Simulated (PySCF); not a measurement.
# C₆ coefficients of unlike pairs at wB97X-V

Calculated with PySCF 2.14 from the dipole response of each species, C₆(A,B) = (3/π) ∫ α_A(iu) α_B(iu) du, in atomic units, from isotropic polarisabilities. For ions this is the dispersion term alone; charge-induced terms of lower order in 1/R come first.

```
species           configuration                                                                                              basis      relativity  α (bohr³)  C₆ (like pair)
     Sb  [Kr] 4d10 5s2 5p3 (4S)                       x2c-TZVPPall with one added diffuse shell each of s, p, d, f type (9s7p5d3f)   spin-free X2C      44.55           488.7
 Zn(2+)          [Ar] 3d10 (1S)  aug-cc-pVTZ-PP with one added diffuse shell each of s, p, d, f, g type with ECP10MDF (7s7p6d4f3g)  core potential      2.739           7.171
 Br(3+)  [Ar] 3d10 4s2 4p2 (3P)                                                                          def2-QZVPPD (12s8p5d4f1g)            none      6.269           23.94
 Al(3+)               [Ne] (1S)                                                                          def2-QZVPPD (10s6p5d2f1g)            none     0.2715          0.2470
```

(1) Estimate C₆ for Al(3+) with Sb.

No spin-orbit coupling is included.

The other pairs:

```csv
pair,C₆
"Al(3+), Br(3+)",1.871
"Br(3+), Sb",100.4
"Al(3+), Zn(2+)",1.203
"Zn(2+), Sb",49.31
"Br(3+), Zn(2+)",12.65
```

Answers

(1) The integral gives 6.355. The combination rule 2 C_A C_B / (C_A α_B/α_A + C_B α_A/α_B) gives 5.548 and the geometric mean 10.99.
